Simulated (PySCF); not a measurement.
Te(Br)(SeH) (BrHSeTe), SMILES [SeH][Te]Br. Heavy atoms are numbered as in [Te:1]([Br:2])[SeH:3]. Hydrogens are named by the atom that carries them.

Geometry optimised at PBE0-D3(BJ)/def2-SVP. The structure was generated by enumeration, and PubChem lists no compound with its InChIKey, so it may never have been made. The def2 effective core potentials stand for the cores of Te; spin–orbit coupling is left out. Other conformers were not sampled.

Computed with B3LYP/def2-TZVPD run with PySCF.

Mulliken values depend strongly on the basis, most of all with diffuse functions as here. ESP charges are fitted to the potential on shells at 1.4 to 2.0 van der Waals radii. Atomic charges (e), one atom of each kind:

| atom | ESP fit | Mulliken |
|---|---|---|
| Te1 | (withheld) | 0.26 |
| Br2 | (withheld) | -0.22 |
| Se3 (SeH) | (withheld) | -0.19 |
| H on Se3 | (withheld) | 0.14 |

**Question.** Complete the blanks. (Estimate from the structure and the level; the computed values follow.)

**Answer.** 
- Te1, ESP fit: 0.12
- Br2, ESP fit: -0.14
- Se3 (SeH), ESP fit: -0.08
- H on Se3, ESP fit: 0.10
